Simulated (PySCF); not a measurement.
# C$_{7}$H$_{7}$NO$_{2}$: calculation and literature

Bonds (- single, = double, # triple, : aromatic): C1-O2, O2-C3, C3=O4, C3-C5, C5:C6, C6:C7, C7:C8, C8:C9, C9:N10, N10:C5. C1 carries H11, H12, H13; C6 carries H14; C7 carries H15; C8 carries H16; C9 carries H17.

Published estimates (parent shift plus substituent increments) and measurements: δ $^{13}$C C9 149.8; C5 148.1; C7 137.0; C8 127.0; C6 125.2; δ $^{1}$H H17 8.76; H14 8.16; H15 7.86; H16 7.52 ppm (estimated from measurements, as parent shift plus tabulated substituent increment; solution, not stated per compound (mostly CDCl3 or CCl4); Pretsch, Buehlmann, Badertscher, Structure Determination of Organic Compounds, 4th ed. (2009)).

Computational details: NMR shieldings at PBE0/pcSseg-1/GIAO, coordinates at the GFN2-xTB level, in PySCF 2.14.0 with density-fitted response routines (no solvent, one computed conformer, averaged over atoms made equivalent by symmetry, fast rotation or ring inversion, relativity neglected).

Q: How close does the calculation come?

A: 
Reference values: estimated from measurements, as parent shift plus tabulated substituent increment (solution, not stated per compound (mostly CDCl3 or CCl4); Pretsch, Buehlmann, Badertscher, Structure Determination of Organic Compounds, 4th ed. (2009)).
| atoms | quantity | reference | computed | computed, scaled |
| --- | --- | --- | --- | --- |
| C9 | δ $^{13}$C | 149.8 | 154.9 | 148.8 |
| C5 | δ $^{13}$C | 148.1 | 153.6 | 147.5 |
| C7 | δ $^{13}$C | 137.0 | 142.1 | 136.3 |
| C8 | δ $^{13}$C | 127.0 | 131.7 | 126.1 |
| C6 | δ $^{13}$C | 125.2 | 131.9 | 126.3 |
| H17 | δ $^{1}$H | 8.76 | 9.05 | 8.63 |
| H14 | δ $^{1}$H | 8.16 | 8.57 | 8.17 |
| H15 | δ $^{1}$H | 7.86 | 8.10 | 7.73 |
| H16 | δ $^{1}$H | 7.52 | 7.53 | 7.20 |

Computed shifts are σ(ref) − σ with the named reference compound (TMS for H and C) calculated as an isolated molecule at the same level. The measured values may be among those fitted. Shieldings were converted by linear fits to measured shifts (mostly CDCl3, TMS scale, for H and C): $^{13}$C (scatter 2.1 ppm rms, 2.3 ppm with the 13 outliers that the fit left out); $^{1}$H (scatter 0.17 ppm rms, 0.18 ppm with the 4 outliers that the fit left out). Occasional misses reach two or three times the rms, and more in compound classes unlike the fitted ones.

Q: How far are the unscaled $^{13}$C shifts from the references?

A: Mean signed difference +5.42 ppm, mean absolute 5.42 ppm over 5 comparisons; the largest is +6.7 ppm at C6 (aromatic CH).

Q: How far are the unscaled $^{1}$H shifts from the references?

A: Mean signed difference +0.24 ppm, mean absolute 0.24 ppm over 4 comparisons; the largest is +0.41 ppm at H14 (hydrogen on an aromatic CH).
